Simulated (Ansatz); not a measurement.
`N#C[SiH2][SiH2]Cl` → `N#C[SiH3]` + `[SiH]Cl` at 400 K and 1 bar (silylene formation by 1,1-elimination).

Calculated with Ansatz (gas phase, PBE0-D4/def2-TZVP geometries, no zero-point term in ΔE). CCSD(T)/CBS is the MP2 limit (def2-TZVPP, def2-QZVPP) plus CCSD(T) − MP2 in def2-TZVPP, frozen cores. This one scheme is used for every species. Each species was taken in one conformer, which may not be the lowest.

| species | CCSD(T)/CBS energy (Eh) | H − E (kJ/mol) | S (J/(mol·K)) |
| --- | --- | --- | --- |
| `N#C[SiH2][SiH2]Cl` | -1133.12837 | 151.9 | 408.0 |
| `N#C[SiH3]` | -383.61554 | 107.3 | 285.5 |
| `[SiH]Cl` | -749.43948 | 35.1 | 263.9 |

H − E and S are ideal-gas, rigid-rotor, harmonic terms from PBE0-D4/def2-TZVP, for one conformer and one mirror image of each species. 1 Eh = 2625.50 kJ/mol, R = 8.31446 J/(mol·K).

Problem. By hand: ΔE, ΔH, ΔS and ΔG.

Solution. ΔE = (-383.61554) + (-749.43948) − (-1133.12837) = 0.07335 Eh = 192.6 kJ/mol. Δ(H − E) = 107.3 + 35.1 − 151.9 = -9.5, so ΔH = 183.1 kJ/mol. ΔS = 285.5 + 263.9 − 408.0 = 141.4 J/(mol·K). ΔG = 183.1 − 400 × (141.4)/1000 = 126.5 kJ/mol.

Problem. By hand: the equilibrium constant, and the temperature at which ΔG would vanish if ΔH and ΔS stayed fixed.

Solution. log₁₀ K = −ΔG/(RT ln 10) = -16.5. ΔG = 0 at ΔH/ΔS = 1295 K.

The number of gas molecules changes by +1, which sets the sign of ΔS. A doubt of 5 kJ/mol in ΔE shifts log₁₀ K by 0.7 here. Other conformers and mirror images would add mixing entropy, several J/(mol·K) or more a flexible species. Modes under 60 cm⁻¹, often nearly free rotors, make the harmonic entropy too high. These are equilibria of isolated gas molecules and say nothing of rates. Largest T1 diagnostic: 0.013 (customary marks: 0.02 for closed shells, 0.045 for open ones).
